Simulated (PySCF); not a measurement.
# What a mistake does to a calculation on CGeH7OSi

All numbers below are calculated, not measured. They come from PySCF 2.14.0, an open-source quantum chemistry program, on an isolated molecule that a program drew, which may never have been made. The molecule is CGeH7OSi (charge 0, doublet), drawn as the SMILES string `[SiH3]O[CH][GeH3]`.

Each row is a Hartree-Fock (HF) and frozen-core CCSD(T) single point in the cc-pV(D+d)Z basis, meant for a local HF minimum. Run 1 is clean. Each other run has one planted mistake out of seven kinds, and not every kind appears here: one electron removed, one electron added, multiplicity raised by two, geometry at a saddle point, minimal basis STO-3G, one bond length entered in bohr, all coordinates scaled. The reference is restricted for singlets and unrestricted otherwise, and also for a bond in bohr. Adding or removing an electron swaps singlet and doublet. Electrons count all cores. HOMO and LUMO are orbital energies over both spins, the gradient is its largest component, and the lowest frequency (negative if imaginary) is given only where the gradient is small. Bond lengths are over the 10 bonds as drawn. T1 is the CCSD diagnostic: over 0.02 (restricted) or 0.045 (unrestricted) a single reference is doubtful. Germanium has the cc-pVDZ-PP basis, with a core potential (ECP10MDF) in place of its 10 inner electrons, and its 3s, 3p and 3d shells are frozen in CCSD(T).

Geometry of the clean run:
```xyz
11
CGeH7OSi, angstrom
Si   -1.8173   -0.2170   -0.6253
O    -0.2914    0.3694   -0.3627
C     0.9133   -0.2695   -0.3362
Ge    1.5726   -1.3808   -1.7955
H    -1.9286   -0.7755   -1.9906
H    -2.1424   -1.2775    0.3518
H    -2.7283    0.9290   -0.4701
H     1.5883    0.1565    0.3998
H     0.6613   -2.5958   -2.0047
H     2.9733   -1.8519   -1.3986
H     1.6402   -0.5969   -3.1119
```

```
run,electrons,basis functions,<S^2>,HOMO (eV),LUMO (eV),gradient (hartree/bohr),lowest frequency (cm^-1),mean bond (Å),longest bond (Å),T1,HF (hartree),CCSD(T) (hartree),mistake
1,67,109,0.764,-9.19,2.98,2.5e-06,29,1.5081,1.949,0.0154,-699.08957,-699.66436,no fault
2,67,109,3.774,-2.89,-1.62,1.5e-01,-,1.5081,1.949,0.0463,-698.81875,-699.40028,multiplicity raised by two
3,66,109,0.000,-17.40,-5.56,1.4e-01,-,1.5081,1.949,0.0232,-698.81990,-699.39413,one electron removed
4,67,109,0.762,-9.07,3.03,2.4e-02,-,1.4674,1.897,0.0147,-699.08139,-699.65203,?
5,67,109,1.575,-9.29,1.75,9.6e-03,-,1.6391,2.782,0.0458,-698.97276,-699.53851,?
```

**Which mistake was planted in run 4, and what did it cost?**

The mean and the longest bond both change by the same factor, 0.973, and the gradient is no longer small. So the mistake is: all coordinates scaled. Subtracting run 1 and multiplying by 627.51 kcal/mol a hartree, the energy moved by 5.1 kcal/mol in HF and 7.7 kcal/mol in CCSD(T).

**Which mistake was planted in run 5, and what did it cost?**

The mean bond changes by a factor of 1.087 and the longest by 1.427, so the molecule wasn't scaled as a whole. A length L in bohr read as angstrom grows by (1/0.5292 - 1) L = 0.890 L. The 10 bonds together grew by 10 x 0.1310 = 1.310 Å, which gives L = 1.472 Å. That is the length of one of the H-Si bonds, 1.472 Å in the clean geometry. So the mistake is: one bond length entered in bohr. Subtracting run 1 and multiplying by 627.51 kcal/mol a hartree, the energy moved by 73.3 kcal/mol in HF and 79.0 kcal/mol in CCSD(T).

Cautions from the logs. Run 2: T1 is over the limit, so its CCSD(T) energy is less reliable; run 3: T1 is over the limit, so its CCSD(T) energy is less reliable; run 5: T1 is over the limit, so its CCSD(T) energy is less reliable.
